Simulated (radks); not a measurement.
Task: All-electron atom: the zinc ion Zn17+ in [Ne] 3s2 3p1. Calculated with a radial shooting solver on a logarithmic mesh with Libxc functionals: Dirac Kohn-Sham, Wu-Cohen GGA, spin-unpolarised, spherical densities, finite nucleus; open shells fill j = l - 1/2 first; Fermi nuclear charge, rms radius 3.9283 fm. Some entries of the table are withheld. Estimate them.

| orbital | occ. | eigenvalue (eV) | r(max) (bohr) |
|---|---|---|---|
| 1s1/2 | 2 | -10168.15 | 0.03292 |
| 2s1/2 | 2 | -1781.640 | 0.1884 |
| 2p1/2 | 2 | (1) | (2) |
| 2p3/2 | 4 | (3) | (4) |
| 3s1/2 | 2 | -639.8783 | (5) |
| 3p1/2 | 1 | (6) | (7) |
| 3p3/2 | 0 | (8) | (9) |
| 3d3/2 | 0 | -528.2563 | 0.4295 |
| 3d5/2 | 0 | -527.2346 | 0.4309 |
| 4s1/2 | 0 | -323.0877 | 1.095 |

Result: 
(1) 2p1/2 eigenvalue (eV): -1649.217
(2) 2p1/2 r(max) (bohr): 0.1492
(3) 2p3/2 eigenvalue (eV): -1624.753
(4) 2p3/2 r(max) (bohr): 0.1520
(5) 3s1/2 r(max) (bohr): 0.5328
(6) 3p1/2 eigenvalue (eV): -597.0058
(7) 3p1/2 r(max) (bohr): 0.5154
(8) 3p3/2 eigenvalue (eV): -591.7585
(9) 3p3/2 r(max) (bohr): 0.5207
